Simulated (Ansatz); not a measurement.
BrClFSn, SMILES `[F][Sn]([Cl])[Br]` radical at its PBE0-D4/def2-TZVP geometry, where that method's forces vanish. Total charge 0; spin multiplicity 2. Sn: def2 effective core potential.

```tsv
atom	x (Å)	y (Å)	z (Å)
F1	0.106	-0.866	-1.639
Sn2	0.557	0.248	-0.146
Cl3	0.669	-1.219	1.659
Br4	-1.332	1.837	0.126
```

**Question.** For each bond, give half the difference of the two atoms' forces along it (eV/Å; positive pushes the atoms apart) under PBE-D4, r2SCAN-D4, B3LYP-D4, ωB97M-V in def2-TZVPP. (Estimate.)

**Answer.** Computed: 
```csv
bond,length (Å),PBE-D4,r2SCAN-D4,B3LYP-D4,ωB97M-V
F1–Sn2,1.917,0.60,0.10,0.32,0.01
Sn2–Cl3,2.328,0.29,0.09,0.29,-0.06
Sn2–Br4,2.484,0.22,0.06,0.25,-0.10
```

B3LYP here is the variant with VWN-RPA as its local correlation; programs differ in this.
